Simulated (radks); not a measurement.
All-electron atom: the tungsten ion W62+ in [Ne] 3s2.

Method: Dirac Kohn-Sham, PBE, spin-unpolarised, spherical densities, finite nucleus; Fermi nuclear charge, rms radius 5.3658 fm; computed with a radial shooting solver on a logarithmic mesh with Libxc functionals.

Energy parts (hartree):
| part | energy |
|---|---|
| total | -11595.7601 |
| kinetic | 13469.4056 |
| electron-nucleus | -25872.2510 |
| Hartree | 953.6252 |
| exchange-correlation | -146.5399 |

Orbitals (lengths in bohr, moments of r in powers of bohr; r(90%) holds 90 % of the orbital's charge):
| orbital | occ. | eigenvalue (hartree) | <1/r> | <r^4> | r(90%) |
|---|---|---|---|---|---|
| 1s1/2 | 2 | -2743.918 | 87.08 | 5.799e-07 | 0.0334 |
| 2s1/2 | 2 | -623.5887 | 21.51 | 0.00008089 | 0.118 |
| 2p1/2 | 2 | -607.2326 | 21.43 | 0.00004817 | 0.104 |
| 2p3/2 | 4 | -555.9036 | 18.04 | 0.00006910 | 0.114 |
| 3s1/2 | 2 | -255.8702 | 8.731 | 0.002139 | 0.266 |

The highest occupied level is 3s1/2 at -6962.6 eV. The electron density at the nucleus is 1.426e+06 e/bohr^3. Summed over all electrons, <r^2> = 0.1247 bohr^2, which gives a Langevin (diamagnetic) susceptibility term of -0.0988 x 10^-6 cm^3/mol. The density falls to 0.001 e/bohr^3 at r = 0.52 bohr. For comparison, the ionisation energy in NIST's Atomic Spectra Database is 7000 eV (semi-empirical). In exact Kohn-Sham theory the highest level is minus the ionisation energy, but local and semilocal functionals leave it too shallow, through self-interaction and a potential that decays too fast; potentials with the right tail come closer.
